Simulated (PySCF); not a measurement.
## Property card for `C=CCC(=S)OCC#N`

Compound: C6H7NOS.
SMILES with atom numbers: `[CH2:1]=[CH:2][CH2:3][C:4](=[S:5])[O:6][CH2:7][C:8]#[N:9]` (hydrogens: H10, H11 on C1; H12 on C2; H13, H14 on C3; H15, H16 on C7)

Structural features include: nitrile, C=C double bond and thiocarbonyl.

GFN2-xTB geometry:

- Point group of the GFN2-xTB geometry: C1
- Rotational constants A, B, C of the GFN2-xTB geometry: 1.556, 0.977, 0.635 GHz

**PBE0/def2-SVPD ground state and vertical TDDFT (core frozen in the response) (PySCF)**

* Dipole moment: 5.54 D
* HOMO energy: -6.79 eV
* LUMO energy: -2.01 eV
* HOMO–LUMO gap: 4.78 eV
* Lowest singlet excitation: 3.05 eV (407 nm, f = 0.000)
* Strongest line among the 8 lowest singlet transitions: S3 at 5.31 eV (234 nm, f = 0.165)
* Lowest triplet excitation (Tamm–Dancoff): 2.63 eV
* Static isotropic polarisability: 103.4 au
* Electronic spatial extent ⟨r²⟩ about the centre of nuclear charge: 1703 bohr²

Monoisotopic mass from the formula: 141.0248 u.

With B = h/(8π²I), that is 505.379 GHz u Å² over I, the principal moments of inertia are 324.9, 517.1 and 796.4 u Å² (most abundant isotopes). 1 of the 8 computed singlets lies in the visible range (750 to 380 nm, 1.65 to 3.26 eV), with an oscillator strength of 0.000. S1 lies 1.73 eV below the HOMO–LUMO gap; its leading configuration is HOMO→LUMO, weight 0.98. The polarisability is 15.33 Å³ as a volume (1 au = 0.148185 Å³), or 1.40 au for each of the 74 electrons. The 8 singlets span 3.05 to 6.41 eV, and their oscillator strengths add up to 0.43.

One conformer (not necessarily the lowest) at the GFN2-xTB geometry, without solvent, vibrations or thermal averaging.

For the TDDFT job (PBE0/def2-SVPD), time: 60 s wall. Hardware: Arm Neoverse V1, one thread, on a shared host.

Conformer computed: `[CH2:1]=[CH:2][CH2:3][C:4](=[S:5])[O:6][CH2:7][C:8]#[N:9]`: C1–C2–C3–C4 -127°, C2–C3–C4–S5 -102°, C3–C4–O6–C7 0°, C4–O6–C7–C8 -174°.
